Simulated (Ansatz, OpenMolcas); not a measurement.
## CH7FSi2 (SMILES F[SiH2]C[SiH3]): the HOMO–LUMO gap, rung by rung

CH7FSi2: 11 atoms, total charge 0, spin state singlet. As SMILES, `F[SiH2]C[SiH3]`. The coordinates come from a PBE0-D4/def2-TZVP relaxation. This is one conformer, not always the lowest.

| atom | x (Å) | y (Å) | z (Å) |
| --- | --- | --- | --- |
| F | -1.6291 | 1.6674 | 0.2020 |
| Si | -0.0692 | 1.4984 | 0.5344 |
| C | 0.3492 | -0.3059 | 0.6055 |
| Si | -0.1572 | -1.3069 | -0.8997 |
| H | 0.6940 | 2.1729 | -0.5450 |
| H | 0.1757 | 2.1775 | 1.8314 |
| H | 1.4371 | -0.3852 | 0.7226 |
| H | -0.1013 | -0.7511 | 1.4989 |
| H | -1.6364 | -1.3884 | -0.9957 |
| H | 0.3699 | -0.6657 | -2.1341 |
| H | 0.3926 | -2.6860 | -0.8122 |

Each level gives the HOMO–LUMO gap (eV). The values are calculated.

| level | kind | program | value (eV) |
| --- | --- | --- | --- |
| BLYP/6-31G* (spherical functions) | GGA | OpenMolcas | 7.23 |
| M06-L/6-31G* (spherical functions) | meta-GGA | OpenMolcas | 8.15 |
| BHLYP/6-31G* (spherical functions) | global hybrid | OpenMolcas | 11.57 |
| M06-2X/6-31G* (spherical functions) | hybrid meta-GGA | OpenMolcas | 11.36 |
| B3LYP/6-31G* (Cartesian functions) | global hybrid | OpenMolcas | 8.97 |
| HSE06/6-31G* (spherical functions) | range-separated hybrid | Ansatz | 8.67 |
| wB97M-V/6-31G* (spherical functions) | range-separated hybrid | Ansatz | 13.36 |
| B2PLYP/6-31G* (spherical functions) | double hybrid | OpenMolcas | 11.83 |

The values span 7.23 to 13.36 eV. Orbital gaps aren't excitation energies, and those of double hybrids come from the SCF part alone; they tend to grow with the share of exact exchange.
